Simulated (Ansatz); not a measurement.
Consider the formal hydrolysis of a B–Cl bond: `C=NB(F)Cl` + H₂O → `C=NB(O)F` + HCl.

Gas-phase electronic energies from Ansatz, PBE0-D4/def2-TZVP geometries. CCSD(T)/CBS is the MP2 limit (def2-TZVPP, def2-QZVPP) plus CCSD(T) − MP2 in def2-TZVPP, frozen cores. This one scheme is used for every species. Functionals use def2-TZVPP. HSE06 is defined as in plane-wave codes. Each species was taken in one conformer, which may not be the lowest.

| level | ΔE (kcal/mol) | difference from CCSD(T)/CBS |
| --- | --- | --- |
| LDA (SPW92) | -8.6 | 0.5 |
| revPBE-D4 | -7.0 | 2.1 |
| BLYP-D4 | -8.4 | 0.7 |
| PBE0-D4 | -8.3 | 0.8 |
| r2SCAN0-D4 | -9.4 | -0.3 |
| HSE06-D4 | -8.3 | 0.8 |
| CAM-B3LYP-D4 | -10.5 | -1.4 |
| ωB97X-V | -9.6 | -0.5 |
| revPBE | -7.3 | 1.8 |
| r2SCAN0 | -9.5 | -0.4 |
| HSE06 | -8.5 | 0.6 |
| BHLYP | -11.1 | -2.0 |
| CCSD/def2-SVP | -12.5 | -3.4 |
| HF/def2-TZVPP | -12.9 | -3.8 |
| CCSD/def2-TZVPP | -10.8 | -1.7 |
| HF/CBS(def2) | -13.0 | -3.9 |
| CCSD(T)/CBS | -9.1 | 0 |

Largest T1 diagnostic among the species: 0.013.

Leaving LDA and LC-ωPBE aside and taking each functional with its dispersion term where it has one, the values, not all of them listed here, spread over 3.5 kcal/mol, from BHLYP-D4 to revPBE-D4. LDA lies −1.0 kcal/mol from PBE without D4. From PBE to PBE0 (25 % exact exchange), in def2-TZVPP and without D4, ΔE moves by −1.0 kcal/mol.
